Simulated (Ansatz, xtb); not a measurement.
**C5H9BClF: which of two isomers lies lower**

We compare I, `FB(Cl)C1CCCC1`, a singlet, with II, `C=C(C)CCB(F)Cl`, a singlet. Both are isolated molecules in the gas phase, relaxed with r2SCAN-D4/def2-SVP, each in the lowest conformer that the search found.

Quicker runs give these differences E(II) − E(I): GFN2-xTB +1.004 eV; HF/STO-3G +1.936 eV (at GFN2-xTB geometries); r2SCAN-D4/def2-SVP//GFN2-xTB +0.635 eV.

**Question.** Estimate E(II) − E(I) at the level CCSD(T)/def2-SVP + ΔMP2/def2-TZVPP.

**Answer.** Calculated at CCSD(T)/def2-SVP + ΔMP2/def2-TZVPP: E(II) − E(I) = +0.550 eV, so structure I lies lower.

The same difference at several levels:

```json
{"level": "GFN2-xTB", "geometry": "GFN2-xTB", "E(II) − E(I) (eV)": "+1.004", "departure from the last row (eV)": "+0.455", "job, with rough time for the two": "optimisation, 0.66 s"}
{"level": "HF/STO-3G", "geometry": "GFN2-xTB", "E(II) − E(I) (eV)": "+1.936", "departure from the last row (eV)": "+1.386", "job, with rough time for the two": "single point, 1 s"}
{"level": "r2SCAN-D4/def2-SVP//GFN2-xTB", "geometry": "GFN2-xTB", "E(II) − E(I) (eV)": "+0.635", "departure from the last row (eV)": "+0.086", "job, with rough time for the two": "single point, 6.9 s"}
{"level": "r2SCAN-D4/def2-SVP", "geometry": "r2SCAN-D4/def2-SVP", "E(II) − E(I) (eV)": "+0.607", "departure from the last row (eV)": "+0.057", "job, with rough time for the two": "optimisation, 89 s"}
{"level": "HF/def2-SVP", "geometry": "r2SCAN-D4/def2-SVP", "E(II) − E(I) (eV)": "+0.514", "departure from the last row (eV)": "−0.036", "job, with rough time for the two": "part of the CCSD(T) run"}
{"level": "MP2/def2-SVP", "geometry": "r2SCAN-D4/def2-SVP", "E(II) − E(I) (eV)": "+0.659", "departure from the last row (eV)": "+0.109", "job, with rough time for the two": "part of the CCSD(T) run"}
{"level": "CCSD(T)/def2-SVP", "geometry": "r2SCAN-D4/def2-SVP", "E(II) − E(I) (eV)": "+0.565", "departure from the last row (eV)": "+0.016", "job, with rough time for the two": "single point"}
{"level": "CCSD(T)/def2-SVP + ΔMP2/def2-TZVPP", "geometry": "r2SCAN-D4/def2-SVP", "E(II) − E(I) (eV)": "+0.550", "departure from the last row (eV)": "", "job, with rough time for the two": "single point, 3.7 min"}
```

As drawn, II has 1 C=C in place of 2 C–C. Structure I has a 5-membered ring, II no ring.

The levels shown agree on the order. The largest departure from CCSD(T)/def2-SVP + ΔMP2/def2-TZVPP is that of HF/STO-3G, 1.386 eV. The last row adds to CCSD(T) the change of the MP2 difference between the two basis sets, here −0.016 eV.

With thermal terms from frequencies at re-optimised GFN2-xTB minima (ideal gas, soft modes damped towards free rotors, one conformer each, 298.15 K, 1 atm): the zero-point term adds −0.123 eV; ΔH is +0.459 and ΔG +0.403 eV.

The correlated steps freeze 12 core orbitals. Codes used: Ansatz 0.2.0, xtb 6.7.1; the last row on 2 threads of Intel(R) Xeon(R) Processor @ 2.70GHz on a shared host.
